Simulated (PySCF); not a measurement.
Species: WNCl3 (singlet state).
SMILES: `[N]#[W]([Cl])([Cl])[Cl]`

The closed-shell ground state was solved at several levels (PySCF, density fitting, gas phase). Geometry: PBE0-D3(BJ)/def2-SVP; no solvent, vibrations or thermal averaging. Atoms past krypton carry effective core potentials; spin–orbit coupling is left out.

```json
{"level": "PBE0/pcSseg-1 (def2-TZVP on W)", "basis functions": "129", "total energy (Eh)": "-1502.0435", "HOMO (eV)": "-9.19", "LUMO (eV)": "-3.64", "gap (eV)": "5.55", "dipole (D)": "1.82"}
{"level": "CAM-B3LYP/def2-SVPD", "basis functions": "136", "total energy (Eh)": "-1502.1090", "HOMO (eV)": "-10.54", "LUMO (eV)": "-2.66", "gap (eV)": "7.88", "dipole (D)": "1.79"}
```

Q: Estimate the row for KT2/pcSseg-1 (def2-TZVP on W), a basis of 129 functions; the other rows only guide the guess.

A: Total energy -1514.0144 Eh, HOMO -7.88 eV, LUMO -4.49 eV, gap 3.39 eV, dipole 1.78 D.

Q: Over all these levels, which gives the widest orbital gap and which the narrowest?

A: CAM-B3LYP/def2-SVPD (range-separated hybrid) has the widest, 7.88 eV, and KT2/pcSseg-1 (def2-TZVP on W) (GGA) the narrowest, 3.39 eV. Functional and basis both differ between the two, so the spread mixes both effects.

Q: How far do the dipole and the HOMO energy spread over the levels?

A: The dipole runs from 1.78 to 1.82 D (mean 1.80 D) and the HOMO from -10.54 to -7.88 eV.
